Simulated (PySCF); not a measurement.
Job file and geometry (Å, from GFN2-xTB) of an NMR shielding run on `N#C[SiH2]C[C@@H]([SiH3])Cl`, C3H8ClNSi2, GIAO PBE0/pcSseg-1 NMR shielding, non-relativistic, gas phase in PySCF; density fitting, a coarse starting grid and PySCF grid level 2 are the driver's defaults:

```
$ OMP_NUM_THREADS=1 python probes_run.py task.json out

{"job": {"kind": "nmr", "xc": "PBE0", "basis": "pcSseg-1"}, "charge": 0, "multiplicity": 1}
N      2.994756     1.941939    -0.472699
C      2.607021     0.864374    -0.441521
Si     1.930063    -0.877844    -0.393120
C      0.038337    -0.657305    -0.528163
C     -0.527987     0.347350     0.459892
Si    -2.434110     0.532341     0.400757
Cl    -0.111347    -0.170362     2.130857
H      2.448290    -1.561243    -1.581073
H      2.372318    -1.491207     0.854759
H     -0.455287    -1.620787    -0.387506
H     -0.224813    -0.314390    -1.532015
H     -0.027734     1.310034     0.332667
H     -2.782140     0.975836    -0.950667
H     -2.825015     1.512116     1.407640
H     -3.006766    -0.782863     0.678279
```

Question: What does the program print?

Answer: 
```
coarse grid: 14152 points
cycle   1  E = -1212.3026403794  dE =  4.512e-01  |g| = 4.178e-01  |ddm| = 3.514e+00
cycle   2  E = -1212.2140176915  dE =  8.862e-02  |g| = 7.619e-01  |ddm| = 8.855e-01
cycle   3  E = -1212.3437159850  dE = -1.297e-01  |g| = 1.561e-01  |ddm| = 5.208e-01
cycle   4  E = -1212.3488961935  dE = -5.180e-03  |g| = 3.461e-02  |ddm| = 1.284e-01
cycle   5  E = -1212.3491435886  dE = -2.474e-04  |g| = 9.403e-03  |ddm| = 3.083e-02
cycle   6  E = -1212.3491653317  dE = -2.174e-05  |g| = 1.741e-03  |ddm| = 1.051e-02
cycle   7  E = -1212.3491659944  dE = -6.627e-07  |g| = 3.436e-04  |ddm| = 1.957e-03
final grid: 123192 points
cycle   8  E = -1212.3875780132  dE = -2.634e-05  |g| = 6.099e-03  |ddm| = 2.107e-02
cycle   9  E = -1212.3875709499  dE =  7.063e-06  |g| = 7.839e-03  |ddm| = 1.163e-02
cycle  10  E = -1212.3875859248  dE = -1.497e-05  |g| = 1.641e-03  |ddm| = 7.145e-03
cycle  11  E = -1212.3875863973  dE = -4.725e-07  |g| = 7.112e-04  |ddm| = 1.343e-03
cycle  12  E = -1212.3875865050  dE = -1.077e-07  |g| = 1.344e-04  |ddm| = 5.017e-04
cycle  13  E = -1212.3875865092  dE = -4.220e-09  |g| = 2.557e-05  |ddm| = 1.411e-04
cycle  14  E = -1212.3875865094  dE = -1.342e-10  |g| = 8.842e-06  |ddm| = 2.772e-05
converged SCF energy = -1212.3875865094

GIAO shielding tensors (ppm)
atom      isotropic    diamagn.    paramagn.     s11        s22        s33       span
  0 N      -99.682     337.500    -437.182   -304.747   -296.497    302.199    606.946
  1 C       63.918     263.096    -199.178    -49.566    -46.348    287.667    337.233
  2 Si     417.650     878.592    -460.942    389.747    408.535    454.667     64.920
  3 C      164.196     253.929     -89.733    148.245    158.639    185.704     37.459
  4 C      141.091     252.409    -111.318    109.598    135.166    178.510     68.912
  5 Si     404.518     880.017    -475.498    368.853    383.607    461.096     92.243
  6 Cl     809.849    1149.338    -339.489    629.493    771.864   1028.190    398.697
  7 H       27.321      27.027       0.293     23.472     25.265     33.224      9.752
  8 H       26.787      27.628      -0.841     23.173     25.939     31.249      8.077
  9 H       30.372      32.110      -1.738     26.080     29.852     35.185      9.105
 10 H       30.300      32.809      -2.509     24.469     28.824     37.607     13.138
 11 H       27.668      34.075      -6.407     25.003     25.537     32.463      7.461
 12 H       27.596      29.334      -1.739     23.770     25.612     33.405      9.636
 13 H       27.477      29.149      -1.673     23.637     25.686     33.107      9.470
 14 H       27.794      29.294      -1.500     24.602     26.519     32.262      7.660
```

Question: Turn these shieldings into chemical shifts. Referencing at the same level of theory: 15N (σ = 267.73 ppm) vs NH3; TMS for 13C (σ = 186.93 ppm), 29Si (σ = 349.16 ppm), 1H (σ = 31.72 ppm); 35Cl (σ = 949.78 ppm) against HCl.

Answer: Averaging equivalent atoms: N 0: 367.4; C 1: 123.0; C 4: 45.8; C 3: 22.7; Si 5: -55.4; Si 2: -68.5; Cl 6: 140; H 8: 4.93; H 7: 4.40; H 12/13/14: 4.09; H 11: 4.05; H 10: 1.42; H 9: 1.34 ppm. Experimental scales use liquid or dissolved standards, which lie at an offset from isolated NH3 (liquid NH3: subtract about 20 ppm). Unscaled 15N shifts of sp2 nitrogen come out 20 to 40 ppm too high even then.

Size and cost of the density-fitted run: 180 basis functions, 58 s wall time on 1 thread of an Arm Neoverse N1, shared host; peak memory 0.82 GiB.
